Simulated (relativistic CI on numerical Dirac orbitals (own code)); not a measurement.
Rh XLIV: sensitivity of the levels to the model

Base calculation: Dirac-Coulomb-Breit CI, KLI orbitals optimised for each configuration, model QED (radiative potential, 1s self-energy scaled to tabulated hydrogen-like ionisation energies), unscaled Slater integrals.

Configurations in the expansion: 1s2, 1s.2s, 1s.2p, 1s.3s, 1s.3p, 1s.3d, 1s.4s, 1s.4p, 1s.4d, 1s.4f, 1s.5s, 1s.5p, 1s.5d, 1s.5f, 1s.5g, 1s.6s, 1s.6p, 1s.6d. Levels of other configurations are missing.

Variants: (1) P86 correlation estimate; (2) QED terms removed. Shifts of the energy above 1s2 1S_0, in eV, for the lowest level and the first level of each name with at least 55 % of one term (blank where a level changes its place among those of its configuration and J or its character, or is not in the variant):

```tsv
Level	Base	Δ(1)	Δ(2)
1s2 1S_0	0.0	0.0	0.0
1s.2s 3S_1	20594.0	+1.9	+19.8
1s.2p 3P°_0	20655.6	+1.9	+23.3
1s.2p 3P°_1	20655.9	+1.9	+23.3
1s.2s 1S_0	20658.6	+1.9	+19.8
1s.2p 3P°_2	20830.2	+1.9	+22.9
1s.2p 1P°_1	20859.5	+1.9	+23.0
1s.3s 3S_1	24456.0	+2.2	+22.3
1s.3p 3P°_0	24472.9	+2.2	+23.3
1s.3p 3P°_1	24473.0	+2.2	+23.3
1s.3s 1S_0	24473.2	+2.2	+22.3
1s.3p 3P°_2	24524.8	+2.2	+23.2
1s.3d 3D_2	24532.0	+2.2	+23.3
1s.3d 3D_1	24532.8	+2.2	+23.3
1s.3p 1P°_1	24533.1	+2.2	+23.2
1s.3d 3D_3	24549.1	+2.2	+23.3
1s.3d 1D_2	24550.0	+2.2	+23.3
1s.4s 3S_1	25793.0	+2.5	+22.9
1s.4p 3P°_0	25799.9	+2.5	+23.3
1s.4p 3P°_1	25800.0	+2.5	+23.3
1s.4s 1S_0	25800.0	+2.5	+22.9
1s.4p 3P°_2	25821.8	+2.5	+23.3
```

At this charge energies of transitions that change n are usually good to better than 1 %, and those within a shell (Δn = 0) to a few per cent.

Ionisation energy from the two ground configurations alone: base 27484.7 eV; QED terms removed 27508 eV. The NIST ASD value (theoretical) is 27487 eV.

LS names give the leading component of a level, which can be under half, so a name can repeat, a term be missing and a line seem to break the LS rules.
